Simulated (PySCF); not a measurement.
**Fe(3+) (iron, charge +3) across methods**

[Ar] 3d5, high-spin 6S determinant. Calculation: PySCF 2.14, in x2c-QZVPPall (11s7p5d4f2g, 103 functions); scalar relativity by spin-free X2C-1e.

| method | E (hartree) | mean ε 3p α (eV) | mean ε 3p β (eV) | mean ε 3d α (eV) | Σ⟨r²⟩ (bohr²) | ⟨S²⟩ |
| --- | --- | --- | --- | --- | --- | --- |
| BHandHLYP | -1270.616 | -109.38 | -99.256 | -50.915 | 12.98 | 8.751 |
| PBE0 | -1270.395 | -104.31 | -96.192 | -48.144 | 13.02 | 8.751 |
| LDA | -1268.013 | -98.851 | -93.179 | -45.418 | 13.12 | 8.750 |
| UHF | -1269.53550 | -119.27 | -103.92 | -56.104 | 12.87 | 8.751 |
| TPSS | -1270.624 | -99.552 | -93.322 | -45.124 | 13.09 | 8.750 |
| r2SCAN | -1270.585 | -101.48 | -93.739 | -45.735 | 13.00 | 8.751 |
| wB97X | -1270.643 | -105.77 | -98.561 | -50.181 | 12.96 | 8.751 |
| B97-3 | -1270.472 | -104.41 | -96.464 | -48.142 | 12.98 | 8.751 |

Estimate the same row for PBE.

E (hartree) = -1270.343; mean ε 3p α (eV) = -98.997; mean ε 3p β (eV) = -93.049; mean ε 3d α (eV) = -45.214; Σ⟨r²⟩ (bohr²) = 13.11; ⟨S²⟩ = 8.750.
